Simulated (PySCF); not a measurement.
SMILES [C-](->[Fe](<-[C-]#[O+])(<-[C-]#[O+])(<-[C-]#[O+])<-[C-]#[O+])#[O+], PBE0/def2-SVP optimised geometry.

```
11

Fe    -0.73     0.00     0.00
O      2.20     0.00     0.00
C      1.06     0.00     0.00
O     -0.73     0.00    -2.94
C     -0.73     0.00    -1.80
O     -0.73    -0.01     2.94
C     -0.73    -0.01     1.80
O     -2.19     2.54     0.00
C     -1.62     1.55     0.00
O     -2.20    -2.54     0.00
C     -1.63    -1.55     0.00
```

Density from PBE0/def2-TZVP (PySCF) at that geometry.

Minimum of the electron density along straight lines between bonded atoms, close to the bond critical point (lines longer than 1.1 times the sum of covalent radii, or with two minima, are not listed):

| bond | length / Å | ρ at the minimum / e bohr⁻³ | ∇²ρ there / e bohr⁻⁵ | position (fraction from the first atom) |
|---|---|---|---|---|
| Fe1–C3 | 1.790 | 0.153 | 0.48 | 0.51 |
| O2–C3 | 1.143 | 0.487 | 0.63 | 0.67 |
| Fe1–C5 | 1.799 | 0.142 | 0.57 | 0.49 |
| O4–C5 | 1.140 | 0.491 | 0.68 | 0.67 |
| Fe1–C7 | 1.799 | 0.142 | 0.57 | 0.49 |
| O6–C7 | 1.140 | 0.491 | 0.68 | 0.67 |
| Fe1–C9 | 1.790 | 0.153 | 0.48 | 0.51 |
| O8–C9 | 1.143 | 0.487 | 0.63 | 0.67 |
| Fe1–C11 | 1.790 | 0.153 | 0.48 | 0.51 |
| O10–C11 | 1.143 | 0.487 | 0.63 | 0.67 |
